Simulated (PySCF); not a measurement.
One of the candidates below gave these computed data.

All candidates are C5H10O2Si.

* UV, first state: lowest singlet excitation: 6.60 eV (188 nm, f = 0.003) [TDDFT B3LYP/def2-SVPD]
* Rotational structure: rotational constants A, B, C: 3.006, 1.339, 1.198 GHz [GFN2-xTB]
* Dipole: 1.72 D [B3LYP/def2-SVPD]
* Triplet: lowest triplet excitation (Tamm–Dancoff): 4.55 eV [TDA B3LYP/def2-SVPD]
* UV, strongest line: among the 8 lowest singlet transitions: S3 at 6.78 eV (183 nm, f = 0.130) [TDDFT B3LYP/def2-SVPD]
* Polarisability: 87.5 au [B3LYP/def2-SVPD]

Electronic properties: PySCF, gas phase, density fitting. Levels stand in brackets. The structure is a single GFN2-xTB conformer in the gas phase; no vibrational or solvent corrections.

Task: Which candidate is it?
A. `[SiH3]O[C@H]1C=COCC1`
B. `C=CC1CO[SiH2]OC1`
C. `C=C1O[SiH2]CC[C@H]1O`
D. `C=C[C@@H]1CC[Si]1(O)O`

Result: B. It is `C=CC1CO[SiH2]OC1`. Numbering: `[CH2:1]=[CH:2][CH:3]1[CH2:4][O:5][SiH2:6][O:7][CH2:8]1`. Its formula, C5H10O2Si, gives 2 degrees of unsaturation: 1 ring and 1 π bond in the structure found. The optimised geometry has point group Cs and is an asymmetric top.

The others, at the same levels:
- `C=C1O[SiH2]CC[C@H]1O` fails: its computed lowest singlet excitation is 5.63 eV (220 nm, f = 0.032) (against 6.60 eV), lowest triplet excitation (Tamm–Dancoff) is 4.30 eV (against 4.55 eV) and static isotropic polarisability is 90.9 au (against 87.5 au).
- `[SiH3]O[C@H]1C=COCC1` fails: its computed lowest singlet excitation is 5.59 eV (222 nm, f = 0.045) (against 6.60 eV), lowest triplet excitation (Tamm–Dancoff) is 4.28 eV (against 4.55 eV) and static isotropic polarisability is 90.4 au (against 87.5 au).
- `C=C[C@@H]1CC[Si]1(O)O` fails: its computed lowest singlet excitation is 5.41 eV (229 nm, f = 0.001) (against 6.60 eV), lowest triplet excitation (Tamm–Dancoff) is 4.18 eV (against 4.55 eV) and strongest line among the 8 lowest singlet transitions is S2 at 5.74 eV (216 nm, f = 0.132) (against S3 at 6.78 eV).

Each candidate is one conformer, not necessarily the lowest. Dipoles, sizes and rotational constants follow the conformer. The torsions of the flexible species, by atom-mapped SMILES:
- `[CH2:1]=[CH:2][C@@H:3]1[CH2:4][CH2:5][Si:6]1([OH:7])[OH:8]`: C1–C2–C3–C4 -147°, H–O7–Si6–C5 -50°, H–O8–Si6–C5 -147°

The conformers of `C=CC1CO[SiH2]OC1`, `C=C1O[SiH2]CC[C@H]1O` and `[SiH3]O[C@H]1C=COCC1` aren't listed.
